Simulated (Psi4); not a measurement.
Two rigid molecules brought together: H4Ge ··· Cl2 (SMILES [GeH4] and ClCl). Monomers: optimised at B3LYP-D3(BJ) (def2-TZVP), held rigid. Orientation: lowest of the rigid-body minima from ten starts at GFN2-xTB. The monomers approach along the line of their centres of mass (distance R); nothing else relaxes.

Levels of theory: MP2/aug-cc-pVDZ = DF-MP2/aug-cc-pVDZ, frozen core, counterpoise-corrected in Psi4; SAPT0/jun-cc-pVDZ, frozen core (Psi4).

Interaction energies in kJ/mol:

```csv
R / Å,MP2/aug-cc-pVDZ
3.53,98.62
3.71,52.81
3.94,21.78
4.16,7.81
4.34,2.31
4.60,-1.01
4.91,-1.88
5.40,-1.45
6.10,-0.70
7.17,-0.23
8.48,-0.08
```

What does SAPT0/jun-cc-pVDZ give at the same points?

3.53: 104.00; 3.71: 59.23; 3.94: 27.86; 4.16: 12.86; 4.34: 6.44; 4.60: 1.98; 4.91: 0.10; 5.40: -0.42; 6.10: -0.26; 7.17: -0.10; 8.48: -0.03 (kJ/mol).
